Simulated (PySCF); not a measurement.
2,2,3-trimethylbutane, C7H16.
Numbering: `[CH3:1][CH:2]([CH3:3])[C:4]([CH3:5])([CH3:6])[CH3:7]` (hydrogens: H8, H9, H10 on C1; H11 on C2; H12, H13, H14 on C3; H15, H16, H17 on C5; H18, H19, H20 on C6; H21, H22, H23 on C7)

Structure optimised with GFN2-xTB, isolated species.

(1) List the bond lengths, angles and torsions at this level.

## Answers

(1) 
| bond | length (pm) | order |
| --- | --- | --- |
| C1–C2, C2–C3 | 153.0 | single |
| C2–C4 | 155.2 | single |
| C4–C5, C4–C6, C4–C7 | 153.3 | single |
| C1–H8 and 5 like bonds | 108.7 | single |
| C2–H11 | 109.7 | single |
| C5–H15 and 8 like bonds | 108.7 | single |

Bonds in one row agree within 1 pm and their mean is given. Orders are formal, as drawn. A selection of angles:
| angle | degrees |
| --- | --- |
| C2–C1–H8 | 111.1 |
| C2–C1–H10 | 109.4 |
| H8–C1–H9 | 108.8 |
| H8–C1–H10 | 107.9 |
| C1–C2–C3 | 108.2 |
| C1–C2–C4 | 113.6 |
| C1–C2–H11 | 107.4 |
| C4–C2–H11 | 106.4 |
| C2–C4–C5 | 112.4 |
| C2–C4–C6 | 109.9 |
| C5–C4–C6 | 108.6 |
| C6–C4–C7 | 107.6 |
| C4–C5–H15 | 111.2 |
| C4–C5–H16 | 109.7 |
| H15–C5–H16 | 108.0 |
| H15–C5–H17 | 108.8 |

Dihedral angles: C1–C2–C4–C5 -70° (synclinal). The mirror-image conformer, all signs reversed, is as good.

Of the pairs four or more bonds apart, H12···H22 is among the closest relative to their van der Waals radii: 2.14 Å, 89 % of the sum of Bondi's values. The C–C distances run from 1.530 Å (C2–C3, drawn single) to 1.552 Å (C2–C4, drawn single), a spread of 0.022 Å.

Point group: C1 (no symmetry element, even within 0.4 Å). No GFN2-xTB frequencies stand behind this structure, so it isn't proved a minimum.

The numbers are calculated, not measured.
